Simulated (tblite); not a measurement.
Compound: C4H9BOSi.
Bonds: C1–B2, B2–O3, O3–C4, C4–C5 (double), C5–Si6, Si6–C7, C4–C7. Hydrogens: H8, H9, H10 on C1; H11 on B2; H12 on C5; H13, H14 on Si6; H15, H16 on C7.

Computed with GFN2-xTB (tblite), gas phase: L-BFGS steps from a force-field or distance-geometry start until the largest atomic force falls under 0.01 eV/Å.

Step 20: E = -548.6675 eV
```
atom  x, y, z in Å  |  force x, y, z in eV/Å
C1      3.1379    0.0945    0.5828   -0.087   0.050  -0.072
B2      1.6957   -0.0337   -0.0816    0.213  -0.042  -0.120
O3      0.6877    0.5531    0.5639    0.023  -0.110   0.117
C4     -0.6303    0.3055    0.4150    0.124  -0.085  -0.004
C5     -1.4516   -0.1163    1.3842   -0.025  -0.010   0.267
Si6    -2.8804   -0.3980    0.2198   -0.122   0.016  -0.038
C7     -1.4577    0.3619   -0.8388    0.031   0.068  -0.103
H8      3.0561    0.3306    1.6452    0.099   0.040  -0.174
H9      3.6872    0.9025    0.0943    0.048  -0.113   0.136
H10     3.7353   -0.8156    0.4812   -0.145   0.207  -0.042
H11     1.5274   -0.6330   -1.0949   -0.009  -0.012   0.132
H12    -1.1878   -0.2712    2.4151   -0.028  -0.018   0.056
H13    -3.1675   -1.7946   -0.0759   -0.016  -0.112  -0.085
H14    -4.1143    0.3535    0.3969   -0.063   0.124  -0.042
H15    -1.0493   -0.2152   -1.6669   -0.009  -0.007   0.031
H16    -1.5961    1.3848   -1.1844   -0.035   0.004  -0.059
```

Step 21: E = -548.6777 eV
```
atom  x, y, z in Å  |  force x, y, z in eV/Å
C1      3.1416    0.0976    0.5770   -0.023   0.073  -0.079
B2      1.7010   -0.0458   -0.0857    0.150  -0.079  -0.020
O3      0.6879    0.5147    0.5758    0.093  -0.049   0.157
C4     -0.6320    0.2911    0.4289    0.107  -0.164   0.009
C5     -1.4645   -0.1201    1.3961   -0.059   0.028   0.135
Si6    -2.8859   -0.3903    0.2169   -0.139  -0.006  -0.029
C7     -1.4504    0.3612   -0.8305   -0.018   0.047  -0.095
H8      3.0716    0.3499    1.6361    0.050   0.028  -0.167
H9      3.6732    0.9055    0.0719    0.085  -0.046   0.113
H10     3.7618   -0.7975    0.4832   -0.193   0.158  -0.055
H11     1.5350   -0.6353   -1.1024    0.000  -0.018   0.084
H12    -1.2221   -0.2768    2.4320    0.017  -0.010   0.026
H13    -3.1778   -1.7900   -0.0733   -0.003  -0.063  -0.082
H14    -4.1219    0.3651    0.3734   -0.038   0.113  -0.039
H15    -1.0481   -0.2046   -1.6682    0.032  -0.090   0.057
H16    -1.5770    1.3843   -1.1754   -0.061   0.078  -0.013
```

Step 22: E = -548.6858 eV
```
atom  x, y, z in Å  |  force x, y, z in eV/Å
C1      3.1437    0.1017    0.5704    0.042   0.090  -0.065
B2      1.7067   -0.0598   -0.0870    0.040  -0.059   0.067
O3      0.6901    0.4773    0.5901    0.107  -0.029   0.152
C4     -0.6320    0.2741    0.4410    0.042  -0.184   0.029
C5     -1.4769   -0.1220    1.4073   -0.069   0.050  -0.042
Si6    -2.8929   -0.3831    0.2131   -0.096  -0.012  -0.008
C7     -1.4435    0.3613   -0.8250   -0.044   0.007  -0.021
H8      3.0868    0.3674    1.6252   -0.010   0.034  -0.106
H9      3.6602    0.9085    0.0532    0.128   0.038   0.056
H10     3.7814   -0.7787    0.4846   -0.176   0.054  -0.081
H11     1.5418   -0.6362   -1.1080    0.006  -0.040   0.029
H12    -1.2491   -0.2810    2.4467    0.037  -0.005  -0.011
H13    -3.1878   -1.7874   -0.0716    0.011   0.008  -0.075
H14    -4.1306    0.3770    0.3525   -0.001   0.091  -0.039
H15    -1.0450   -0.1970   -1.6693    0.046  -0.133   0.079
H16    -1.5604    1.3867   -1.1671   -0.063   0.091   0.036
```

Step 23: E = -548.6918 eV
```
atom  x, y, z in Å  |  force x, y, z in eV/Å
C1      3.1457    0.1063    0.5642    0.072   0.099  -0.046
B2      1.7115   -0.0724   -0.0858   -0.057  -0.013   0.108
O3      0.6934    0.4485    0.6039    0.064  -0.047   0.116
C4     -0.6308    0.2580    0.4496   -0.024  -0.141   0.036
C5     -1.4872   -0.1223    1.4147   -0.055   0.042  -0.149
Si6    -2.8999   -0.3778    0.2096   -0.031  -0.002   0.008
C7     -1.4387    0.3617   -0.8216   -0.035  -0.032   0.056
H8      3.0978    0.3809    1.6148   -0.054   0.050  -0.027
H9      3.6518    0.9118    0.0397    0.159   0.103  -0.002
H10     3.7925   -0.7640    0.4846   -0.119  -0.051  -0.105
H11     1.5470   -0.6365   -1.1116    0.006  -0.059   0.000
H12    -1.2674   -0.2836    2.4564    0.036   0.000  -0.049
H13    -3.1954   -1.7858   -0.0713    0.018   0.063  -0.068
H14    -4.1378    0.3875    0.3366    0.027   0.069  -0.039
H15    -1.0411   -0.1943   -1.6685    0.036  -0.129   0.092
H16    -1.5491    1.3908   -1.1593   -0.043   0.047   0.071
```

**Question.** Estimate the geometry and energy of step 24. (The exact step hangs on the optimiser's Hessian estimate; all steps are aligned on step 23, rigid shifts and turns removed.)

**Answer.** E = -548.6976 eV, largest force 0.232 eV/Å
```
atom  x, y, z in Å  |  force x, y, z in eV/Å
C1      3.1487    0.1123    0.5576    0.073   0.096  -0.030
B2      1.7156   -0.0833   -0.0833   -0.125   0.036   0.114
O3      0.6972    0.4238    0.6180   -0.011  -0.081   0.061
C4     -0.6292    0.2419    0.4571   -0.072  -0.058   0.029
C5     -1.4969   -0.1220    1.4193   -0.030   0.009  -0.171
Si6    -2.9068   -0.3732    0.2064    0.032   0.020   0.013
C7     -1.4350    0.3617   -0.8180   -0.005  -0.066   0.106
H8      3.1059    0.3933    1.6048   -0.075   0.062   0.042
H9      3.6484    0.9164    0.0286    0.173   0.145  -0.052
H10     3.7992   -0.7522    0.4823   -0.056  -0.130  -0.116
H11     1.5518   -0.6380   -1.1138    0.001  -0.064  -0.001
H12    -1.2832   -0.2861    2.4631    0.029   0.004  -0.083
H13    -3.2013   -1.7836   -0.0729    0.017   0.096  -0.063
H14    -4.1434    0.3983    0.3222    0.046   0.050  -0.037
H15    -1.0376   -0.1954   -1.6650    0.015  -0.097   0.094
H16    -1.5410    1.3951   -1.1505   -0.012  -0.024   0.094
```

The energy changes by -0.0059 eV. The first-order estimate −F·Δx gives -0.0078 eV and the mean of the old and new forces, exact on a quadratic surface, -0.0058 eV. The step makes an angle of 73° with the force vector and moves no atom by more than 0.029 Å.

The cost below is that of the whole relaxation. Hardware: an Arm Neoverse V1 with one thread, shared host with 32 logical CPUs at a one-minute load of 14. Cost: 0.8 s wall.
